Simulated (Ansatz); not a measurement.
System: CClF2, charge 0, doublet. CClF2 (SMILES [C](Cl)(F)F, doublet).
B3LYP-D3(BJ)/def2-TZVP minimum from Ansatz (an electronic-structure program):
```
C
F 1 1.3231
F 1 1.3231 2 110.37
Cl 1 1.7352 2 114.07 3 -129.96
```
Charge 0, spin multiplicity 2.

Total energies in cc-pV(D+d)Z, 25 correlated electrons, 8 frozen orbitals. Radicals and triplets start from unrestricted determinants; spin-orbit coupling is neglected. Cores are frozen in correlated methods. No relativity.

```
method    program  energy (Eh)  minus CCSDT(Q) (mEh)
--------  -------  -----------  --------------------
HF         Ansatz   -696.19918                657.24
MP2        Ansatz   -696.81722                 39.21
CCSD       Ansatz   -696.83939                 17.04
CCSD(T)    Ansatz   -696.85412                  2.31
CCSDT(Q)   Ansatz   -696.85643                  0.00
```

Rough core times of Ansatz's runs on a shared machine: CCSD(T) under 20 s, CCSDT(Q) 20 min.
